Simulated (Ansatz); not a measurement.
The inner images of a band of AlF2H2N + H4Si (11 atoms, charge 0, multiplicity 1) are given out of order.

Level of theory: RKS PBE-D4/cc-pVDZ in Ansatz 0.2.0.

Initial state:

```xyz
11
Properties=species:S:1:pos:R:3
Al 0.210 0.081 0.644
N 0.033 -1.130 1.945
H -0.871 -1.388 2.348
H 0.788 -1.337 2.603
F 1.767 0.512 0.105
F -1.119 0.433 -0.377
Si -0.513 3.093 0.901
H -2.012 3.143 0.919
H 0.082 4.198 1.734
H 0.064 3.091 -0.481
H -0.092 1.812 1.649
```

Final state:

```xyz
11
Properties=species:S:1:pos:R:3
Al 0.146 0.657 0.316
N -0.114 -0.294 2.147
H -0.794 -1.062 2.030
H 0.781 -0.723 2.430
F 1.810 0.240 0.152
F -0.952 -0.351 -0.548
Si -0.424 3.021 0.578
H -1.864 3.219 1.017
H 0.431 3.701 1.633
H -0.246 3.814 -0.700
H -0.439 0.285 2.935
```

Put them in order from the first end to the last, with their energies above the first end.
A.
```xyz
11
Properties=species:S:1:pos:R:3
Al 0.239 0.048 0.567
N 0.068 -1.073 1.949
H -0.851 -1.386 2.272
H 0.730 -1.069 2.729
F 1.769 0.693 0.177
F -0.992 0.136 -0.610
Si -0.525 3.069 0.946
H -1.980 3.416 1.087
H 0.348 3.962 1.782
H -0.088 3.038 -0.486
H -0.382 1.674 1.575
```
B.
```xyz
11
Properties=species:S:1:pos:R:3
Al 0.191 0.579 0.206
N -0.146 -0.226 2.088
H -0.902 -0.925 2.140
H 0.686 -0.618 2.554
F 1.858 0.218 0.000
F -0.923 -0.329 -0.734
Si -0.394 2.898 0.695
H -1.823 3.074 1.178
H 0.472 3.528 1.773
H -0.232 3.723 -0.555
H -0.449 0.587 2.645
```
C.
```xyz
11
Properties=species:S:1:pos:R:3
Al 0.256 0.303 0.283
N -0.124 -0.357 2.007
H -0.956 -0.937 2.187
H 0.628 -0.621 2.658
F 1.915 0.476 -0.056
F -0.909 -0.090 -0.895
Si -0.471 2.769 1.069
H -1.920 3.128 1.285
H 0.409 3.594 1.973
H -0.121 3.133 -0.362
H -0.369 1.111 1.841
```
D.
```xyz
11
Properties=species:S:1:pos:R:3
Al 0.282 0.043 0.400
N 0.006 -0.824 1.940
H -0.937 -1.048 2.264
H 0.644 -0.717 2.732
F 1.849 0.578 0.002
F -0.907 0.001 -0.818
Si -0.519 2.935 1.061
H -1.973 3.250 1.258
H 0.379 3.742 1.953
H -0.119 3.061 -0.380
H -0.368 1.488 1.575
```
E.
```xyz
11
Properties=species:S:1:pos:R:3
Al 0.216 0.507 0.201
N -0.143 -0.273 2.040
H -0.961 -0.879 2.205
H 0.634 -0.573 2.647
F 1.898 0.347 -0.073
F -0.931 -0.197 -0.855
Si -0.419 2.802 0.901
H -1.862 3.111 1.260
H 0.447 3.555 1.896
H -0.152 3.372 -0.465
H -0.390 0.736 2.233
```

A (+0.02 eV), D (+0.16 eV), C (+0.84 eV), E (-0.23 eV), B (-0.73 eV).

The run took 2.6 min on 4 threads of Arm Neoverse V2 (shared host), peak memory 0.17 GiB.
